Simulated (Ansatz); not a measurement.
C$_{2}$H$_{9}$ClInP (`[CH3][In-]([CH3])([PH3+])[Cl]`). The species carries charge 0 and has multiplicity 1. In takes the def2 core potential.

```tsv
atom	x (Å)	y (Å)	z (Å)
C1	-1.179	1.347	1.498
In2	-0.587	-0.328	0.298
C3	-1.254	-1.258	-1.516
P4	2.070	0.359	-0.361
Cl5	0.637	-1.921	1.645
H6	-2.147	1.147	1.961
H7	-0.442	1.501	2.287
H8	-1.263	2.253	0.896
H9	-2.226	-1.725	-1.355
H10	-1.349	-0.528	-2.321
H11	-0.540	-2.029	-1.806
H12	2.663	1.324	-1.210
H13	2.789	-0.765	-0.813
H14	2.829	0.624	0.795
```

What are the harmonic wavenumbers in cm⁻¹ at PBE0-D4/def2-TZVP (Ansatz, finite differences of forces, unscaled)? (An estimate is asked.)

Computed: 56, 60, 65, 70, 104, 105, 118, 136, 146, 292, 305, 332, 491, 533, 682, 697, 723, 745, 979, 1111, 1117, 1192, 1194, 1448, 1451, 1451, 1455, 2438, 2483, 2495, 3062, 3062, 3152, 3153, 3163, 3163.

Is this a minimum?

Yes, all 36 modes are real.

Give the ideal-gas thermochemistry at 298.15 K and 1 bar (rigid rotor, harmonic oscillator; point group Cs, symmetry number 1).

Zero-point energy 258.6 kJ/mol; H(298) − E = 292.0 kJ/mol; entropy 465.4 J/(mol·K), of which translation 175.8, rotation 122.8, vibration 166.8; G(298) − E = 153.2 kJ/mol. Modes under 100 cm⁻¹ are hindered rotations or soft bends, so the harmonic entropy is rough.

And at 400, 500, 600, 800 and 1000 K?


| T (K) | H − E (kJ/mol) | S (J/mol/K) | G − E (kJ/mol) |
| --- | --- | --- | --- |
| 400 | 309.2 | 515.0 | 103.2 |
| 500 | 328.2 | 557.2 | 49.6 |
| 600 | 348.7 | 594.7 | -8.1 |
| 800 | 394.0 | 659.6 | -133.7 |
| 1000 | 443.5 | 714.8 | -271.3 |
